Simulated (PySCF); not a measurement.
Species: C6H11Si (doublet state).
Structure used (GFN2-xTB), in Å, numbered top down from 1:
```
atom  x, y, z in Å
C1    -0.8836   -1.1507    1.6340
Si2   -0.8380   -0.1467    0.0767
C3    -1.5236    1.6027    0.3975
C4    -1.8056   -1.0280   -1.3106
C5     0.9219    0.0293   -0.5001
C6     2.0665    0.1405   -0.8603
C7     3.4361    0.2811   -1.3046
H8    -0.9092   -2.2261    1.6317
H9    -0.8491   -0.7045    2.6120
H10   -1.4586    2.2195   -0.4937
H11   -2.5650    1.5741    0.7043
H12   -0.9627    2.1005    1.1824
H13   -1.7296   -0.4898   -2.2507
H14   -1.4157   -2.0279   -1.4731
H15   -2.8594   -1.1197   -1.0649
H16    3.7127    1.3350   -1.3309
H17    3.5495   -0.1390   -2.3038
H18    4.1048   -0.2438   -0.6223
```

The hyperfine couplings belong to this conformer and change with its torsions.

The species is `[CH2][Si](C)(C)C#CC` [radical].

Computed, not measured: PySCF 2.14.0, UKS B3LYP, pcH-1 on C H Si, non-relativistic, mean-field spin-orbit, GIAO. Geometry: GFN2-xTB, one conformer, isolated molecule. GFN2-xTB frequencies show an imaginary mode (21i cm⁻¹), so this geometry is no minimum at that level. A GFN2-xTB geometry isn't a minimum of the functional, and hyperfine couplings can be far from their values at a DFT geometry. No stability test was run, so a lower SCF solution isn't excluded.

(1) Give the principal g shifts and their parts.

(2) What are the electron Larmor frequencies g μB B/h along the three axes at 340 mT?

(3) How much does each term add to the isotropic shift?

(4) In a frozen sample, at which fields do the three g values resonate at 9.5, 34, 94 and 263 GHz (hyperfine left aside), and which band first spreads them over more than twice a line width of 0.3 mT?

Answers

(1) 
```csv
Δg (ppm),1,2,3
relativistic mass correction,-128,-128,-128
gauge correction,8,22,31
orbital Zeeman/spin–orbit,1,445,626
total,-119,339,529
```

So g = 2.00220, 2.00266, 2.00285 and g_iso = 2.00257; the tensor is rhombic: the two nearest values differ by 29 % of g3 − g1. Axes: g3 points within 4° of the C1–Si2 bond.

(2) 9.5279, 9.5301, 9.5310 GHz for g1, g2 and g3, a range of 3.1 MHz.

(3) The orbital-Zeeman/spin–orbit term 357, the mass correction -128 and the gauge correction 20 ppm, for a total of 250 ppm. The orbital-Zeeman/spin–orbit term is the largest in size. The mass correction is the same along every axis, so the anisotropy comes from the other two: their spans along these axes are 23 (gauge) and 624 ppm (orbital Zeeman/spin–orbit).

(4) 
```json
{"band": "X", "GHz": "9.5", "B(g3) mT": "338.89", "B(g2) mT": "338.93", "B(g1) mT": "339.00", "spread mT": "0.11"}
{"band": "Q", "GHz": "34.0", "B(g3) mT": "1212.88", "B(g2) mT": "1213.00", "B(g1) mT": "1213.28", "spread mT": "0.39"}
{"band": "W", "GHz": "94.0", "B(g3) mT": "3353.27", "B(g2) mT": "3353.59", "B(g1) mT": "3354.35", "spread mT": "1.08"}
{"band": "J", "GHz": "263.0", "B(g3) mT": "9382.02", "B(g2) mT": "9382.91", "B(g1) mT": "9385.05", "spread mT": "3.03"}
```

The spread grows in proportion to the frequency. W band is the first where it exceeds 0.6 mT.

The largest Mulliken spin population is on C1 (+1.06). The angles at C1 add up to 360.0°, so it is planar; its axial dipolar tensor and the negative couplings of its protons fit spin in a p orbital normal to that plane.

The HOMO–LUMO gaps are 6.95 eV among the α and 4.68 eV among the β orbitals.

Time: 97 s wall (grids of density and orbitals included); peak memory 0.97 GiB. Hardware: one thread, Arm Neoverse V2 (aarch64), no GPU, shared host with 96 logical CPUs at a one-minute load of 58.
